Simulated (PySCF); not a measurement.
**Core-level binding energies of `CC(=O)[SiH2]C(=O)N(C)C`**

Species: C5H11NO2Si.
Structure used (PBE0-D3(BJ)/def2-SVP), in Å, numbered top down from 1:
```xyz
20
C5H11NO2Si angstrom
C      3.203   -0.107    0.723
C      1.912    0.662    0.720
O      1.412    1.090    1.740
Si     0.957    0.936   -0.953
C     -0.426   -0.413   -1.068
O     -0.246   -1.301   -1.888
N     -1.520   -0.353   -0.260
C     -2.568   -1.332   -0.424
C     -1.730    0.673    0.729
H      3.940    0.387    0.070
H      3.031   -1.110    0.296
H      3.594   -0.194    1.746
H      0.444    2.339   -0.937
H      1.836    0.713   -2.134
H     -2.711   -1.913    0.503
H     -2.278   -2.010   -1.236
H     -3.524   -0.843   -0.676
H     -2.070    0.216    1.672
H     -2.493    1.404    0.409
H     -0.795    1.202    0.962
```

Method used: delta-SCF UKS SCAN, pcX-2 on the ionised atom, pcseg-1 elsewhere, spin-free X2C (PySCF). Each binding energy is the total energy of the core-ionised species, with the hole localised on one atom, minus that of the ground state; both are solved self-consistently, so orbital relaxation is included.

Problem. Give the core binding energies atom by atom.

Solution. 
| atom(s) | bonded to | level | binding energy (eV) | 2p1/2 (eV) | above the level's lowest (eV) | count |
| --- | --- | --- | --- | --- | --- | --- |
| C1 | C and 3 H | C 1s | 291.02 | – | 0.00 | 1 |
| O3 | C (double bond) | O 1s | 537.49 | – | +1.00 | 1 |
| Si4 | 2 C and 2 H | Si 2p3/2 | 106.67 | 107.30 | 0.00 | 1 |
| Si4 | 2 C and 2 H | Si 1s | 1846.35 | – | 0.00 | 1 |
| C5 | O (double bond), N and Si | C 1s | 292.72 | – | +1.70 | 1 |
| O6 | C (double bond) | O 1s | 536.49 | – | 0.00 | 1 |
| N7 | 3 C | N 1s | 405.61 | – | 0.00 | 1 |
| C8/C9 | N and 3 H | C 1s | 291.65 | – | +0.63 | 2 |

Lowest listed C 1s: C1, bonded to C and 3 H. Highest, 1.70 eV above it: C5, bonded to O (double bond), N and Si. Summing the Pauling electronegativity differences to the bonded atoms, each weighted by its formal bond order, gives -1.05 for the lowest site and +1.62 for the highest; no listed site has a larger sum than the highest.

Lowest listed O 1s: O6, bonded to C (double bond). Highest, 1.00 eV above it: O3, bonded to C (double bond). Summing the Pauling electronegativity differences to the bonded atoms, each weighted by its formal bond order, gives -1.78 for the lowest site and -1.78 for the highest; the sum is the same at every site.

Problem. Give the binding energy of Si 2p3/2 of Si4 in hartree and in kJ/mol.

Solution. 106.67 eV = 3.9201 Eh = 10292 kJ/mol.

Problem. Which photon energy gives electrons from Si 2p3/2 of Si4 a kinetic energy of 20 eV, and what is their de Broglie wavelength?

Solution. hν = 106.67 + 20 = 126.67 eV, recoil neglected; λ = 12.264 Å/√(E/eV) = 2.74 Å.

Topologically equivalent atoms share the value of their first member; where this conformer doesn't relate them by symmetry, their own values could differ. The list is incomplete; no value stands for C 1s of C2 (hole states with ⟨S²⟩ of 1 or more are left out). The unrestricted hole states depart most from a pure doublet (⟨S²⟩ = 0.75; over 0.85 named) for O 1s of O3 (0.87), which makes this value less certain. The 2p values add to the ΔSCF energy of one spin-free hole a correction within the shell (spin–orbit coupling, ligand field). 2p1/2 minus 2p3/2 (ligand field included): Si 0.62 eV. Geometry: PBE0-D3(BJ)/def2-SVP, one conformer, isolated molecule.
